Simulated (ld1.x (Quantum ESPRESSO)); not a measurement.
**What one change does to a pseudopotential (strontium (Sr), TM)**

```json
{
  "Element": "Sr",
  "Generator": "ld1.x (Quantum ESPRESSO) 7.5",
  "Type": "norm-conserving Troullier–Martins (Kleinman–Bylander form)",
  "Functional": "PBE",
  "Relativity": "fully relativistic",
  "Frozen core": "[Kr]",
  "Valence charge": "2",
  "Reference configuration": "4d0 5s2 5p0",
  "Partial waves": "5s (bound): rc 3.90 bohr; 5p (bound, empty): rc 3.05 bohr; 4d (bound, empty): rc 2.80 bohr",
  "Local potential": "all-electron potential smoothed inside 2.35 bohr (lloc = -1)",
  "Core correction": "Bessel-smoothed model core inside 2.85 bohr"
}
```

Open shells are filled in proportion to 2j + 1 (rel_dist='average').

Change: local potential all-electron potential smoothed inside 4.28 bohr (lloc = -1).

Cutoffs: the cutoffs (Ry, on a coarse ladder) from which the occupation-weighted sum of valence levels, in a spherical-Bessel basis at the reference potential, stays within 10 and 1 mRy of its value at 400 Ry; they do not see the model core or the augmentation charge, which bear on the density cutoff. Errors are all-electron minus pseudo energies relative to the spin-unpolarised reference configuration.

Task: Predict the effect on cutoff, ghosts and configuration errors.

Result: Both files are so soft that the ladder of cutoffs tells neither apart; the bound ghost in s disappears; of the 7 tests that both files solve, the error grows in 0 and shrinks in 2 by more than 15 % and 0.3 meV (median size 9.4 → 9.6 meV). In the separable form a ghost depends on how the local part lies against the semilocal potential of the channel, so the choice of the local part can create or remove one.

| quantity | base | changed |
| --- | --- | --- |
| cutoff, loose | 6 Ry | 6 Ry |
| cutoff, tight | 8 Ry | 8 Ry |
| bound ghosts | s | none |
| error for 4d0 5s1 5p0, meV [ΔE 5.88 eV] | -5.5 | -5.5 |
| error for 4d0 5s1.5 5p0, meV [ΔE 2.34 eV] | -0.8 | -0.8 |
| error for 4d0 5s1 5p1, meV [ΔE 2.30 eV] | +7.2 | -1.3 |
| error for 4d1 5s1 5p0, meV [ΔE 2.32 eV] | -30 | -33 |
| error for 4d0.5 5s1.5 5p0, meV [ΔE 1.15 eV] | -9.4 | -9.6 |
| error for 4d1 5s0 5p0, meV [ΔE 7.65 eV] | -53 | -54 |
| error for 4d0 5s0 5p1, meV [ΔE 8.82 eV] | +238 | +41 |

Base: The cutoffs count occupied waves only; the empty 4d level needs 15 Ry at the loose tolerance. Changed file: The cutoffs count occupied waves only; the empty 4d level needs 15 Ry at the loose tolerance. A true bound ghost makes a file unfit for plane-wave use even where its test errors are small: the radial tests pick states by their node count and pass the ghost by.
